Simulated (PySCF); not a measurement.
O2Ti, multiplicity 1. Atoms are numbered in the order given.

```xyz
3

Ti     0.0000     0.0000     0.3959
O      0.0000    -1.3563    -0.5444
O      0.0000     1.3563    -0.5444
```
Charge 0, spin multiplicity 1.

The structure is a stationary point at PBE-D3(BJ)/def2-TZVP. The multiplicity is an assumed one; other spin states were not compared. The isomer is the one that the SMILES or the coordinates give; other isomers of the formula were not compared.

Calculation: PBE-D3(BJ)/def2-TZVP in PySCF.

Frequencies are harmonic and unscaled.

Computed vibrational spectrum:
```tsv
mode	ν (cm⁻¹)	IR (km/mol)	moving atoms (share of kinetic energy)
1	341	9.8	O 81 %, Ti 19 %
2	956	348.0	O 69 %, Ti 31 %
3	993	30.1	O 79 %, Ti 21 %
```
